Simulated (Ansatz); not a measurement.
Species: CClF2 (charge 0, doublet). It need not be the lowest isomer of its formula. SMILES: F[C](Cl)F
Structure (B3LYP-D3(BJ)/def2-TZVP (Ansatz, an electronic-structure program) minimum search):
```
C
F 1 1.3231
F 1 1.3231 2 110.37
Cl 1 1.7352 2 114.07 3 -129.96
```
Charge 0, spin multiplicity 2.

Parts of the frozen-core correlation energy in cc-pVTZ (Ansatz, hartree). Frozen orbitals: 8; correlated occupied orbitals by spin: 13 and 12; virtual: 103 and 104. Open shells are spin-unrestricted. No spin-orbit coupling. No relativistic terms.

```csv
term,value
reference (HF),-696.29626
MP2 opposite-spin,[?]
MP2 same-spin,-0.21736
CCSD correlation,[?]
(T),[?]
T1 diagnostic,0.015
largest doubles amplitude,0.036
<S^2> of the reference,0.758
```

**Question.** What belongs in the gaps?

**Answer.** 
- MP2 opposite-spin, value: -0.60110
- CCSD correlation, value: -0.83699
- (T), value: -0.03045
